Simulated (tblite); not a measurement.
Species: C₂H₁₃B₂NSi₂.
SMILES with atom numbers: `[BH2:1][BH:2][CH2:3][CH2:4][N:5]([SiH3:6])[SiH3:7]` (hydrogens: H8, H9 on B1; H10 on B2; H11, H12 on C3; H13, H14 on C4; H15, H16, H17 on Si6; H18, H19, H20 on Si7)

Computed with GFN2-xTB (tblite), gas phase: L-BFGS steps from a force-field or distance-geometry start until the largest atomic force falls under 0.01 eV/Å.

At the end of the run (lengths in Å): B1–B2 1.622, C3–C4 1.536, N5–Si6 1.736, C3–H12 1.093, B2–C3 1.590, B2–H10 1.179, C4–N5 1.450, Si6–N5–Si7 122.7°, B1–B2–C3 122.6°, B2–C3–C4 113.9°, C3–C4–N5 113.3°, B1–B2–C3–C4 133°, B2–C3–C4–N5 -64°, C3–C4–N5–Si6 -70°, H18–Si7–N5–C4 -79°, H10–B2–C3–C4 -51°.

**Question.** These geometries were met on the way; a selection of coordinates is given. Order them by energy above the end point, lowest first.
A. B1–B2 1.636, C3–C4 1.531, N5–Si6 1.733, C3–H12 1.093, B2–C3 1.589, B2–H10 1.179, C4–N5 1.461, Si6–N5–Si7 117.9°, B1–B2–C3 117.2°, B2–C3–C4 116.1°, C3–C4–N5 113.7°, B1–B2–C3–C4 168°, B2–C3–C4–N5 -60°, C3–C4–N5–Si6 -54°, H18–Si7–N5–C4 -125°, H10–B2–C3–C4 -9°
B. B1–B2 1.588, C3–C4 1.536, N5–Si6 1.747, C3–H12 1.090, B2–C3 1.609, B2–H10 1.163, C4–N5 1.473, Si6–N5–Si7 114.9°, B1–B2–C3 116.0°, B2–C3–C4 112.0°, C3–C4–N5 114.2°, B1–B2–C3–C4 165°, B2–C3–C4–N5 -56°, C3–C4–N5–Si6 -61°, H18–Si7–N5–C4 -135°, H10–B2–C3–C4 -6°
C. B1–B2 1.679, C3–C4 1.500, N5–Si6 1.765, C3–H12 1.120, B2–C3 1.567, B2–H10 1.202, C4–N5 1.436, Si6–N5–Si7 114.9°, B1–B2–C3 120.7°, B2–C3–C4 111.2°, C3–C4–N5 115.7°, B1–B2–C3–C4 160°, B2–C3–C4–N5 -59°, C3–C4–N5–Si6 -61°, H18–Si7–N5–C4 -137°, H10–B2–C3–C4 1°
D. B1–B2 1.623, C3–C4 1.533, N5–Si6 1.733, C3–H12 1.093, B2–C3 1.589, B2–H10 1.178, C4–N5 1.454, Si6–N5–Si7 122.0°, B1–B2–C3 123.3°, B2–C3–C4 115.2°, C3–C4–N5 113.3°, B1–B2–C3–C4 161°, B2–C3–C4–N5 -48°, C3–C4–N5–Si6 -52°, H18–Si7–N5–C4 -128°, H10–B2–C3–C4 -20°
E. B1–B2 1.624, C3–C4 1.532, N5–Si6 1.734, C3–H12 1.092, B2–C3 1.588, B2–H10 1.174, C4–N5 1.458, Si6–N5–Si7 122.1°, B1–B2–C3 119.9°, B2–C3–C4 118.2°, C3–C4–N5 115.0°, B1–B2–C3–C4 169°, B2–C3–C4–N5 -61°, C3–C4–N5–Si6 -45°, H18–Si7–N5–C4 -120°, H10–B2–C3–C4 -15°

**Answer.** D (0.096 eV), E (0.157 eV), A (0.255 eV), B (0.449 eV), C (0.787 eV).

| step | E above end (eV) | rms distance from the end, all atoms (Å) | largest force (eV/Å) | rms shift of all bonds from the end (Å) |
| --- | --- | --- | --- | --- |
| 77 | 0.096 | 0.762 | 0.065 | 0.003 |
| 27 | 0.157 | 0.943 | 0.088 | 0.004 |
| 10 | 0.255 | 0.958 | 0.386 | 0.007 |
| 3 | 0.449 | 0.966 | 0.635 | 0.013 |
| 0 | 0.787 | 0.970 | 2.165 | 0.023 |

Rows stand in the order of the answer.
